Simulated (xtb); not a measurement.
Cl₄Sn (SMILES [Cl][Sn]([Cl])([Cl])[Cl]), singlet, at a GFN2-xTB geometry (such geometries of metal compounds can be far from the true shape); xtb 6.7.1 with GFN2-xTB.

Input for xtb:
```
$ xtb mol.xyz --gfn 2 --hess --json

# file mol.xyz
5

Cl    -1.80032643    -0.84416493    -1.18851803
Sn     0.00000000     0.00000000    -0.00000000
Cl    -0.31676548     2.26357933     0.37713794
Cl     1.94528107    -0.31513236    -1.21775939
Cl     0.17181084    -1.10428204     2.02913947
```

Problem. Write the output that xtb gives for this input, abridged.

Solution. 
```
   ID    Z sym.   atoms
    1   17 Cl     1, 3-5
    2   50 Sn     2

           -------------------------------------------------
          |                Calculation Setup                |
           -------------------------------------------------

           -------------------------------------------------
          |                 G F N 2 - x T B                 |
           -------------------------------------------------

          ...................................................
          :                      SETUP                      :
          :.................................................:
          :  # basis functions                  50          :
          :  # atomic orbitals                  45          :
          :  # shells                           15          :
          :  # electrons                        32          :
          :  max. iterations                   250          :
          :  Hamiltonian                  GFN2-xTB          :
          :  restarted?                      false          :
          :  GBSA solvation                  false          :
          :  PC potential                    false          :
          :  electronic temp.          300.0000000     K    :
          :  accuracy                    1.0000000          :
          :  -> integral cutoff          0.2500000E+02      :
          :  -> integral neglect         0.1000000E-07      :
          :  -> SCF convergence          0.1000000E-05 Eh   :
          :  -> wf. convergence          0.1000000E-03 e    :
          :  Broyden damping             0.4000000          :
          :  net charge                          0          :
          :  unpaired electrons                  0          :
          ...................................................

 iter      E             dE          RMSdq      gap      omega  full diag
   1    -18.8555583 -0.188556E+02  0.117E+01    2.49       0.0  T
   2    -17.6495265  0.120603E+01  0.134E+01    6.00       1.0  T
   3    -20.4578057 -0.280828E+01  0.381E+00    2.79       1.0  T
   4    -20.4651093 -0.730358E-02  0.266E+00    2.71       1.0  T
   5    -20.4672043 -0.209502E-02  0.369E-01    2.65       1.0  T
   6    -20.4671739  0.303472E-04  0.376E-01    2.65       1.0  T
   7    -20.4672511 -0.771402E-04  0.136E-01    2.65       1.0  T
   8    -20.4672375  0.135372E-04  0.116E-01    2.65       1.0  T
   9    -20.4672647 -0.271647E-04  0.288E-02    2.65       1.6  T
  10    -20.4672658 -0.113027E-05  0.993E-03    2.65       4.5  T
  11    -20.4672659 -0.636201E-07  0.258E-03    2.65      17.3  T
  12    -20.4672659 -0.361542E-08  0.988E-04    2.65      45.2  T
  13    -20.4672659 -0.336765E-09  0.234E-05    2.65    1913.8  T

   *** convergence criteria satisfied after 13 iterations ***

         :::::::::::::::::::::::::::::::::::::::::::::::::::::
         ::                     SUMMARY                     ::
         :::::::::::::::::::::::::::::::::::::::::::::::::::::
         :: total energy             -20.461370553658 Eh    ::
         :: gradient norm              0.000000439688 Eh/a0 ::
         :: HOMO-LUMO gap              2.650378142344 eV    ::
         ::.................................................::
         :: SCC energy               -20.467258271313 Eh    ::
         :: -> isotropic ES           -0.017307375202 Eh    ::
         :: -> anisotropic ES          0.001780540751 Eh    ::
         :: -> anisotropic XC          0.001953894802 Eh    ::
         :: -> dispersion             -0.006897088196 Eh    ::
         :: repulsion energy           0.005887717656 Eh    ::
         :: add. restraining           0.000000000000 Eh    ::
         :: total charge              -0.000000000000 e     ::
         :::::::::::::::::::::::::::::::::::::::::::::::::::::

           -------------------------------------------------
          |                Numerical Hessian                |
           -------------------------------------------------
[...]
 Raman intensities (Ä⁴*amu⁻¹)
   1:  0.00   2:  0.00   3:  0.00   4:  0.00   5:  0.00   6:  0.00   7:  0.00   8:  0.00
   9:  0.00  10:  0.00  11:  0.00  12:  0.00  13:  0.00  14:  0.00  15:  0.00
 output can be read by thermo (or use thermo option).
 writing <g98.out> molden fake output.
 recommended (thermochemical) frequency scaling factor: 1.0
           -------------------------------------------------
          |             Thermodynamic Functions             |
           -------------------------------------------------

td  symmetry found (for desy threshold:  0.10E+00) used in thermo

          ...................................................
          :                      SETUP                      :
          :.................................................:
          :  # frequencies                           9      :
          :  # imaginary freq.                       0      :
          :  linear?                             false      :
          :  only rotor calc.                    false      :
          :  symmetry                               td      :
          :  rotational number                      12      :
          :  scaling factor                  1.0000000      :
          :  rotor cutoff                   50.0000000 cm⁻¹ :
          :  imag. cutoff                  -20.0000000 cm⁻¹ :
          :.................................................:

    mode    ω/cm⁻¹     T·S(HO)/kcal·mol⁻¹    T·S(FR)/kcal·mol⁻¹   T·S(vib)
   ------------------------------------------------------------------------
       1     83.23    -1.13691 ( 88.48%)    -0.90547 ( 11.52%)    -1.11024
       2     83.23    -1.13688 ( 88.48%)    -0.90545 ( 11.52%)    -1.11022
       3     96.82    -1.04869 ( 93.36%)    -0.86068 (  6.64%)    -1.03620
       4     96.84    -1.04855 ( 93.37%)    -0.86061 (  6.63%)    -1.03608
       5     96.85    -1.04849 ( 93.37%)    -0.86058 (  6.63%)    -1.03603
       6    250.86    -0.51416 ( 99.84%)    -0.57871 (  0.16%)    -0.51426
   ------------------------------------------------------------------------

   temp. (K)  partition function   enthalpy   heat capacity  entropy
                                   cal/mol     cal/K/mol   cal/K/mol   J/K/mol
 298.15  VIB   514.                 3406.261     16.026     23.525
         ROT  0.727E+05              888.752      2.981     25.228
         INT  0.374E+08             4295.014     19.007     48.753
         TR   0.407E+28             1481.254      4.968     42.553
         TOT                        5776.2677    23.9750    91.3059   382.0239

       T/K    H(0)-H(T)+PV         H(T)/Eh          T*S/Eh         G(T)/Eh
   ------------------------------------------------------------------------
    298.15    0.920507E-02    0.130065E-01    0.433824E-01   -0.303759E-01
   ------------------------------------------------------------------------

         :::::::::::::::::::::::::::::::::::::::::::::::::::::
         ::                  THERMODYNAMIC                  ::
         :::::::::::::::::::::::::::::::::::::::::::::::::::::
         :: total free energy         -20.491746445945 Eh   ::
         ::.................................................::
         :: total energy              -20.461370553664 Eh   ::
         :: zero point energy           0.003801414817 Eh   ::
         :: G(RRHO) w/o ZPVE           -0.034177307099 Eh   ::
         :: G(RRHO) contrib.           -0.030375892282 Eh   ::
         :::::::::::::::::::::::::::::::::::::::::::::::::::::

           -------------------------------------------------
          | TOTAL ENERGY              -20.461370553664 Eh   |
          | TOTAL ENTHALPY            -20.448364070414 Eh   |
          | TOTAL FREE ENERGY         -20.491746445945 Eh   |
          | GRADIENT NORM               0.000000456868 Eh/α |
          | HOMO-LUMO GAP               2.650376958884 eV   |
           -------------------------------------------------

normal termination of xtb
```
